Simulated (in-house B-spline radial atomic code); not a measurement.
# RPA and G0W0 on PBE: Sr+

Configuration [Kr] 5s1, highest spin, mean-field start PBE. Computed with a B-spline radial code for spherical atoms: all electrons, scalar-relativistic (spin-free one-electron X2C), finite nucleus, each spin shell either full or empty, empty states to l = 9 with an (l + 1/2)⁻⁴ tail; G0W0 by contour deformation at full frequency.

RPA overbinds a lone outer s electron by self-correlation, and G0W0 tends to as well.

Command:
```bash
python run_gw.py task.json out
```
Settings (radii: box in bohr, nucleus in fm):
```
Z                        38
electrons                37
configuration            [Kr] 5s1
hamiltonian              x2c
method                   pbe,pbe
lmax                     9
rms_radius               4.224
spin_polarised           True
box_radius               23.78
intervals                71
ion_configuration        [Ar] 3d10 4s2 4p6
```

Time taken, with all properties: 10 s on 1 thread of Arm Neoverse N1, on a shared host.

Energies (hartree):

```csv
term,value
mean-field total,-3178.70132
Hartree-Fock functional on these orbitals,-3177.15564
direct second order,-3.1514
second-order exchange,0.91502
SOSEX correction,0.83897
```

(1) What is the RPA correlation energy, and what remains with SOSEX?

Quasi-particle levels (eV):

```json
{"level": "5s up", "occupied": "yes", "mean field": "-8.674", "Σx - vxc": "-1.77", "Σc": "?", "QP weight": "?", "G0W0": "?"}
{"level": "5s down", "occupied": "no", "mean field": "-7.669", "Σx - vxc": "3.74", "Σc": "-2.18", "QP weight": "0.711", "G0W0": "-6.109"}
```

G0W0 = mean field + (Σx - vxc) + Σc, with Σc (partial-wave tail included) taken at the quasi-particle energy. Only the outer levels were computed. Levels of low weight are left out.

(2) Where does G0W0 put 5s up?

(3) What does it cost to remove one electron (to [Ar] 3d10 4s2 4p6) by differences of total energies, each species on its own start (correlation terms add to the Hartree-Fock functional)?

Answers

(1) RPA gives -2.7363 hartree (-2.01 eV per electron); RPA + SOSEX gives -1.8974, and the second-order doubles -2.2363 hartree (no singles). SOSEX takes back 31 % of the RPA value.

(2) At -11.493 eV, with Σc = -1.05 eV and a quasi-particle weight of 0.890. The tabulated removal energy is 11.030 eV (NIST, measured); the calculation leaves out spin-orbit coupling, Breit and QED terms, and what these don't explain is the method's own error.

(3) PBE 11.190 eV, Hartree-Fock functional 10.409 eV, + RPA 11.558 eV, + RPA + SOSEX 10.957 eV, + second order 11.425 eV. Tabulated: 11.030 eV (NIST, measured); the calculation leaves out spin-orbit coupling, Breit and QED terms, and what these don't explain is the method's own error.
